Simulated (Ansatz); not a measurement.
C2H2N3 (SMILES [c]1ncn[nH]1), doublet (typed; the unrestricted solution is spin-contaminated), at a GFN2-xTB geometry. Base run: HF/def2-SVP run with Ansatz (a program for electronic structure).

Ansatz was given this input:
Ansatz 0.2 input:
```yaml
crystal:
  periodic: [false, false, false]
  atoms:
    - {symbol: C, position_ang: [-0.60350757, -0.82796458, -0.48881943]}
    - {symbol: N, position_ang: [0.68981498, -0.87913391, -0.50636726]}
    - {symbol: C, position_ang: [1.03177486, 0.24989577, 0.15562002]}
    - {symbol: N, position_ang: [0.00120577, 0.96304564, 0.56190122]}
    - {symbol: N, position_ang: [-1.06411527, 0.25387661, 0.13799864]}
    - {symbol: H, position_ang: [2.04740336, 0.53679080, 0.33267363]}
    - {symbol: H, position_ang: [-2.00534541, 0.56710358, 0.31179463]}
basis:
  gaussian:
    orbitals: def2-SVP
hamiltonian:
  xc: hf
magnetization: {spin_polarized: true, initial_magnetization: 1}
```

Each row names what was changed in the base input (with any setting that the change needs).

| change | ΔE vs base (mEh) |
|---|---|
| base | 0.000 |
| point_charge = charge:0.5 position_ang:0.8128, 4.9861, -1.2077 | -2.528 |
| accuracy = high | -0.003 |
| point_charge = charge:-1.0 position_ang:-4.6606, 0.9765, -1.7565 | -18.263 |
| fitting.mean_field = cc-pVTZ-JKFIT | 0.138 |
| nuclear_model = gaussian | 0.025 |
| fitting.mean_field = def2-universal-JKFIT | 0.215 |
| lower_state_search = off | 0.000 |
| lower_state_search = light | 0.000 |
| point_charge = charge:1.0 position_ang:0.6759, -1.4887, -4.7118 | -8.122 |
| lower_state_search = full | 0.000 |
